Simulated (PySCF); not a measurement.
# How the method changes the constants of BeSb⁻

State: ³Π (triplet), unpaired electrons σ ↑, π ↑. Set-up: basis Be aug-cc-pVDZ, Sb aug-cc-pVDZ-PP with ECP28; scalar-relativistic core potentials; PySCF 2.14. De refers to Be + Sb⁻ in their high-spin ground configurations, without counterpoise correction. The functionals are run spin-unrestricted. A positive dipole points towards Sb; it is taken about the centre of mass and depends on that origin.

```json
{"Level": "UHF-MP2", "Re (Å)": "2.290", "ωe (cm⁻¹)": "553", "De (eV)": "n/a", "μ (D)": "n/a"}
{"Level": "UHF-SCS-MP2", "Re (Å)": "2.302", "ωe (cm⁻¹)": "537", "De (eV)": "n/a", "μ (D)": "n/a"}
{"Level": "PBE", "Re (Å)": "2.296", "ωe (cm⁻¹)": "520", "De (eV)": "2.11", "μ (D)": "3.81"}
{"Level": "PW91", "Re (Å)": "2.294", "ωe (cm⁻¹)": "521", "De (eV)": "2.13", "μ (D)": "3.78"}
{"Level": "TPSS", "Re (Å)": "2.300", "ωe (cm⁻¹)": "518", "De (eV)": "2.05", "μ (D)": "3.75"}
{"Level": "r²SCAN", "Re (Å)": "2.288", "ωe (cm⁻¹)": "533", "De (eV)": "n/a", "μ (D)": "3.43"}
{"Level": "PBE0", "Re (Å)": "2.281", "ωe (cm⁻¹)": "537", "De (eV)": "n/a", "μ (D)": "3.44"}
{"Level": "BHandHLYP", "Re (Å)": "2.281", "ωe (cm⁻¹)": "535", "De (eV)": "n/a", "μ (D)": "3.01"}
{"Level": "CAM-B3LYP", "Re (Å)": "2.269", "ωe (cm⁻¹)": "541", "De (eV)": "1.77", "μ (D)": "3.08"}
```

Question: What does a quarter of exact exchange do here, going from PBE to PBE0?

Answer: PBE0 less PBE: -1.5 pm in Re, +3.3 % in ωe. Exact exchange removes part of the self-interaction that spreads semilocal densities, and in most molecules shortens and stiffens the bond and lowers De; so it does here.

Question: What does the step from GGA to meta-GGA do here, going from PBE to r²SCAN?

Answer: r²SCAN less PBE: -0.8 pm in Re, +2.5 % in ωe. 

Correlated steps freeze 4 core orbitals. Spin–orbit coupling is left out, which matters for elements this heavy, above all for dissociation energies. For an ion De counts to the pair picked by the measured ionisation energies or electron affinities, which need not be the lowest pair at this level. The highest Kohn–Sham level is positive in this anion. Much of that is self-interaction error, but it also means that the finite basis helps to hold the extra electron. The state is the lowest determinant that a PBE0 search found; another state may lie lower at other levels.

The whole job (state search and all levels along the bond) took about 2.4 min on 1 thread of Arm Neoverse V2 (shared host), peak memory 0.82 GiB.
